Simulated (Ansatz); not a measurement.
Rb2H (the lowest doublet isomer of a short search) was relaxed with B3LYP-D4 (def2-TZVP) in Ansatz in these states: charge +1 singlet, neutral doublet, neutral quartet. The geometries follow in no particular order.

In the def2 sets Rb takes a core potential; there is no spin–orbit coupling.

A:

```tsv
atom	x (Å)	y (Å)	z (Å)
Rb1	2.096	0.627	0.059
Rb2	-2.011	-0.197	0.846
H3	-0.086	-0.430	-0.905
```

B:

```
atom   x (Å)   y (Å)   z (Å)
 Rb1   0.407   1.420  -2.064
 Rb2  -0.411  -1.420   2.063
  H3   0.003  -0.001   0.000
```

C:

Cartesian coordinates in Å:
```
Rb 1.9247 2.1939 -0.4143
Rb -2.3507 -1.3215 1.1904
H 0.4260 -0.8724 -0.7760
```

Question: Judge from the bond lengths which geometry belongs to which state (an estimate).

Answer: A is the neutral doublet (Rb1–Rb2 4.262 Å, Rb2–H3 2.613 Å, Rb1–H3 2.609 Å); B is the charge +1 singlet (Rb1–Rb2 5.076 Å, Rb2–H3 2.538 Å, Rb1–H3 2.538 Å); C is the neutral quartet (Rb1–Rb2 5.763 Å, Rb2–H3 3.432 Å, Rb1–H3 3.432 Å).

The neutral quartet has come apart into loosely held pieces.
